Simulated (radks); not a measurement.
Values are calculated unless marked as measured or tabulated.
Gd3+, 61 electrons, occupied as [Xe] 4f7 (the NIST ground configuration). Code: a radial shooting solver on a logarithmic mesh with Libxc functionals. Model: scalar-relativistic Kohn-Sham, LDA (Slater exchange, VWN5 correlation), spin-polarised, spherical densities, finite nucleus; open shells are filled with parallel spins first (spin-orbit coupling, left out, can overturn this in heavy ions); Fermi nuclear charge, rms radius 5.1569 fm.

Normalised radial functions P(r) = r R(r), r in bohr:

r,5s down,5p down,4f down
0.0009051,0.0400,0.0008,0.0000
0.001207,0.0506,0.0013,0.0000
0.00161,0.0634,0.0022,0.0000
0.002147,0.0786,0.0036,0.0000
0.002864,0.0963,0.0058,0.0000
0.003851,0.1161,0.0097,0.0000
0.005136,0.1356,0.0157,0.0000
0.00685,0.1523,0.0251,0.0000
0.009136,0.1614,0.0398,0.0000
0.01219,0.1556,0.0615,0.0001
0.01625,0.1263,0.0921,0.0002
0.02168,0.0651,0.1318,0.0005
0.02891,-0.0296,0.1761,0.0014
0.03856,-0.1436,0.2128,0.0039
0.05143,-0.2372,0.2179,0.0103
0.0686,-0.2466,0.1605,0.0255
0.09223,-0.1105,0.0160,0.0607
0.123,0.1416,-0.1767,0.1307
0.1641,0.3534,-0.3119,0.2563
0.2188,0.2965,-0.2446,0.4503
0.2919,-0.0900,0.0624,0.6963
0.3893,-0.4960,0.4044,0.9305
0.5192,-0.4484,0.4361,1.0611
0.6925,0.1381,0.0270,1.0321
0.9236,0.7965,-0.5561,0.8669
1.232,1.0242,-0.9080,0.6372
1.656,0.7631,-0.8457,0.4039
2.209,0.3633,-0.5233,0.2206
2.946,0.1052,-0.2114,0.0964
3.929,0.0164,-0.0509,0.0305
5.241,0.0012,-0.0063,0.0061
6.99,0.0000,-0.0003,0.0007

5s down: eigenvalue -73.098 eV, 4 radial nodes at r = 0.0267, 0.106, 0.276, 0.655 bohr, <r> = 1.34 bohr, 90 % of the charge inside 1.92 bohr. 5p down: eigenvalue -50.703 eV, 3 radial nodes at r = 0.0946, 0.278, 0.702 bohr, <r> = 1.55 bohr, 90 % of the charge inside 2.26 bohr. 4f down (empty): eigenvalue -30.695 eV, 0 radial nodes, <r> = 0.879 bohr, 90 % of the charge inside 1.52 bohr.
